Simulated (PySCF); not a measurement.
C₅H₁₀O, SMILES C=CCCOC at its GFN2-xTB optimised geometry (Å):

```
16

C      1.6516    -0.7511     0.0000
C      0.3323    -0.7511     0.0000
C     -0.5141     0.4806     0.0000
C     -1.4259     0.5274     1.2258
O     -2.2241     1.6863     1.1493
C     -3.0824     1.8364     2.2475
H      2.2169     0.1665    -0.0049
H      2.2241    -1.6631    -0.0025
H     -0.2134    -1.6863     0.0056
H     -1.1478     0.4967    -0.8903
H      0.1088     1.3754    -0.0104
H     -2.0654    -0.3700     1.2604
H     -0.8195     0.5442     2.1460
H     -2.5192     1.9153     3.1864
H     -3.6431     2.7542     2.0830
H     -3.7792     0.9919     2.3288
```

Calculation: PBE/def2-TZVP (PySCF 2.14.0). Cells within 0.4 Å of a nucleus heavier than hydrogen are left out (blank, or x).

Map of the deformation density (molecule minus spherical neutral atoms) (e/bohr³) on the plane z = 0.0 Å:

```
|1111111111111111111111111111111|
|1111111111111111111111111111111|
|1111111111111111111111111111111|
|1111111111111111111111111111111|
|1111111111111111111111111111111|
|1111111111111111111111111111111|
|1111111111111000011111111111111|
|1111111111100000000111111111111|
|1111111110000000000011111111111|
|1111111100000000000001111111111|
|1111111100000125200000001111111|
|1111111000000169400000000011111|
|1111110000000276300000000001111|
|1111100000013xx3100000000001111|
|1111100000012xx3100002420000111|
|1111100000000266200015951000111|
|1111100000000147412227731000111|
|111111000000002xxx98xx410000111|
|111111000000002xxx98xx410000111|
|1111111000000158522227731000111|
|1111111110000179400015951000111|
|1111111110000044200002420000111|
|1111111111000000000000000001111|
|1111111111100000000000000001111|
|1111111111110000000000000011111|
|1111111111111000000000001111111|
|1111111111111111111111111111111|
|1111111111111111111111111111111|
|1111111111111111111111111111111|
|1111111111111111111111111111111|
|1111111111111111111111111111111|
```
Scale: ten equal steps from -0.014 (start of '0') to 0.116 (end of '9'), in the order '0123456789'; x runs from -4.50 to 4.50, y from -4.50 (bottom) to 4.50 (top).
